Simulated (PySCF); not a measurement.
A GIAO shielding run with PySCF (density fitting, non-relativistic, gas phase) on SMILES C[C@@H](CC=O)C(N)=O, C$_{5}$H$_{9}$NO$_{2}$:

```
{"job": {"kind": "nmr", "xc": "PBE0", "basis": "pcSseg-1"}, "charge": 0, "multiplicity": 1}
C     -1.180930    -1.607398     0.289564
C     -0.369166    -0.324307     0.432072
C      1.114621    -0.580212     0.137577
C      2.019672     0.515502     0.604858
O      1.680218     1.511033     1.185281
C     -0.883183     0.718171    -0.567329
N     -0.861846     1.986328    -0.104724
O     -1.282746     0.425406    -1.672400
H     -1.170198    -1.931723    -0.748147
H     -0.773802    -2.396700     0.917431
H     -2.213626    -1.430476     0.578705
H     -0.462323     0.071885     1.447364
H      1.269389    -0.721531    -0.936390
H      1.445208    -1.503608     0.624652
H      3.088003     0.331269     0.377515
H     -0.322943     2.220863     0.713880
H     -1.103346     2.727529    -0.743586
```

Hardware: 1 thread of an Arm Neoverse V1, shared host. The job also computes population analyses, field gradients.

(1) How large is the calculation?

(2) How long does it take?

Results:

(1) 62 electrons, 181 basis functions and 931 auxiliary functions.

(2) 27 s of wall time, with 15 SCF cycles and 5 response iterations. Times on a shared host scatter by some tens of per cent.
